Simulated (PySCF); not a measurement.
**Where the electron goes**

Compound: C₈H₇N.
Geometry (GFN2-xTB, Å), atoms numbered from 1 in this order:
```xyz
16
C8H7N angstrom
C      3.599    0.237   -0.207
C      2.161    0.145   -0.122
C      0.962    0.066   -0.054
C     -0.447   -0.027    0.025
C     -1.066   -1.197    0.471
C     -2.448   -1.229    0.527
N     -3.220   -0.211    0.183
C     -2.632    0.897   -0.238
C     -1.261    1.048   -0.339
H      3.897    1.255   -0.458
H      4.046   -0.039    0.748
H      3.967   -0.441   -0.977
H     -0.473   -2.051    0.762
H     -2.969   -2.115    0.866
H     -3.301    1.704   -0.509
H     -0.823    1.970   -0.689
```

Theory: PySCF, TDDFT PBE0/def2-SVPD, vertical, gas phase, core orbitals frozen in the response.

Kohn–Sham orbitals with the atoms that hold most of them (Löwdin shares over 4%, at most four atoms; ? is withheld):

```
orbital  ε (eV)                           atoms
 HOMO-3   -7.86    C3 38%, C2 38%, C1 8%, C4 5%
 HOMO-2   -7.73  C5 21%, C9 21%, C8 20%, C6 20%
 HOMO-1   -7.40   N7 61%, C8 11%, C6 11%, C5 5%
   HOMO   -7.18                               ?
   LUMO   -1.34                               ?
 LUMO+1   -0.48  C8 18%, C5 18%, C6 18%, C9 18%
 LUMO+2    0.54  C1 28%, C2 19%, C3 11%, H10 8%
```

(1) Give the leading atoms of the HOMO.

(2) Which atoms hold the LUMO, and with what shares?

(3) The HOMO–LUMO gap is 5.85 eV. Where does the response calculation put the lowest singlet, and from which orbitals?

(4) One configuration dominates each of S1, S3 and S5. Which, and how do the shares of the two leading atoms of either orbital change from the occupied to the empty one?

## Answers

(1) C2 (bonded to 2 C) 26%; C3 (bonded to 2 C) 23%; C4 (bonded to 3 C) 10%; N7 (bonded to 2 C) 10%. By element: carbon 59% or more, nitrogen 10%.

(2) C4 (bonded to 3 C) 19%; N7 (bonded to 2 C) 18%; C2 (bonded to 2 C) 11%; C9 (bonded to 2 C and H) 10%. By element: carbon 40% or more, nitrogen 18%.

(3) S1 is at 4.54 eV (f = 0.0026), 1.30 eV below the gap, made of HOMO-1→LUMO (98%). Its leading pair isn't HOMO and LUMO; the energies of that pair differ by 6.06 eV. Without the coupling terms of the response equations the lowest excitation would equal the gap.

(4) 
- S1 (4.54 eV, f 0.0026), HOMO-1→LUMO (98%): N7 61% → 18%, C8 11% → at most 10%, C4 at most 5% → 19%
- S3 (5.18 eV, f 0.0000), HOMO-1→LUMO+1 (100%): N7 61% → at most 19%, C8 11% → 18%, C5 5% → 18%
- S5 (5.21 eV, f 0.362), HOMO→LUMO (89%): C2 26% → 11%, C3 23% → at most 10%, C4 10% → 19%, N7 10% → 18%

Hardware: an Arm Neoverse V1 with one thread, shared host. Cost: 50 s wall (with the writing of density and orbital grids), 0.96 GiB resident at most.
